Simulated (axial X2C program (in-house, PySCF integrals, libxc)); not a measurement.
**Nuclear properties of YPb**

Computed with an in-house all-electron X2C program for linear molecules (integrals from PySCF): two-component X2C with atomic mean-field Coulomb and Gaunt terms, Gaussian nuclei, basis Pb dyall-cv3z, Y dyall-cv3z with contracted cores.

R = 2.909 Å (near the PBE0 minimum at charge 0 of the determinant lowest at the starting distance; the state shown can have its own minimum elsewhere).

Input and command:
```json
{"zs": [82, 39], "q": 0, "bas": ["dyall-cv3z", "dyall-cv3z"], "r0": 3.07, "levels": ["PBE0", "HF", "B3LYP", "TPSSh", "PBE"], "nst": 2}
```
```bash
python soeom.py task.json out
```

Keys: zs atomic numbers; q charge; bas basis sets; r0 starting distance in Å; levels methods; nst determinants followed.

Determinant lowest in the PBE0 search, Ω = 3/2 (⟨Sz⟩ = 1.07, ⟨Lz⟩ = 0.43 at PBE0), spin on the atoms Pb 0.49, Y 0.57:

```
level  Eeff magnitude (GV/cm)  Ws magnitude Pb (kHz)  A∥/gI Pb (MHz)  qzz Pb (a.u.)  A∥/gI Y (MHz)  qzz Y (a.u.)  μ (D)
 PBE0                    15.7                   14.1            -477          -4.30            141         -1.02   2.35
   HF                    67.1                   54.1           -2290          -3.84           70.5         -1.93   1.05
B3LYP                    4.09                   4.39              93          -1.59            116         -0.97   2.43
TPSSh                     4.9                   5.26           -12.9          -3.18            208         -0.94   2.61
  PBE                     4.2                   4.59             127          -2.48            157         -1.01   2.47
```

Eeff is the effective electric field on the electron electric dipole moment in this Ω state and Ws the scalar–pseudoscalar constant of the nucleus named (defined with the proton number Z and per Ω); A∥ (defined per Ω) follows by multiplying with gI = μI/(I μN); qzz is the electric field gradient, eQq0 = 234.96 MHz × Q/barn × qzz; μ is positive if the Y end (last atom) is positive. The operators were transformed with the bare-nucleus X2C matrices; with these basis sets, hyperfine constants and field gradients can be off by tens of per cent, and where levels differ in sign neither size nor sign is settled.

Each state is one determinant with collinear spin, which with several unpaired electrons need not be a pure state. Unrestricted Hartree–Fock can overshoot spin polarisation at the nuclei. With several open shells hyperfine constants can be off by a factor of several. Where Eeff spreads by more than a factor of two the levels disagree and none is to be relied on. The search compared states at one distance, so a state with another bond length can lie lower. Further determinants of the search, some of them spin-mixed, are not shown. Where a field gradient or hyperfine factor spreads by more than a factor of two over the levels, a constant derived from it is not to be relied on.
